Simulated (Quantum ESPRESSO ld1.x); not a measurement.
The numbers below are computed, except where a source is named.
Species: the calcium ion Ca7+. Configuration: [Ne] 3s2 3p1.

Level of theory: scalar-relativistic Kohn-Sham, PBE, spin-unpolarised, spherical densities, point nucleus (ld1.x of Quantum ESPRESSO 7.5).

Energy parts (eV):
| part | energy |
|---|---|
| total | -18056.2 |
| kinetic | 18187.2 |
| electron-nucleus | -41131.6 |
| Hartree | 5764.3 |
| exchange-correlation | -876.1 |

Orbitals (lengths in bohr, moments of r in powers of bohr; <r^-3> diverges for s and p1/2; r(90%) holds 90 % of the orbital's charge):
| orbital | occ. | eigenvalue (eV) | r(90%) | <r^-3> | <1/r> |
|---|---|---|---|---|---|
| 1s | 2 | -4091.52 | 0.137 | - | 19.74 |
| 2s | 2 | -548.192 | 0.563 | - | 4.073 |
| 2p | 6 | -469.581 | 0.534 | 190.1 | 3.979 |
| 3s | 2 | -157.417 | 1.49 | - | 1.384 |
| 3p | 1 | -136.257 | 1.57 | 29.81 | 1.304 |

The highest occupied level is 3p at -136.26 eV. Summed over all electrons, <r^2> = 4.752 bohr^2, which gives a Langevin (diamagnetic) susceptibility term of -3.76 x 10^-6 cm^3/mol.
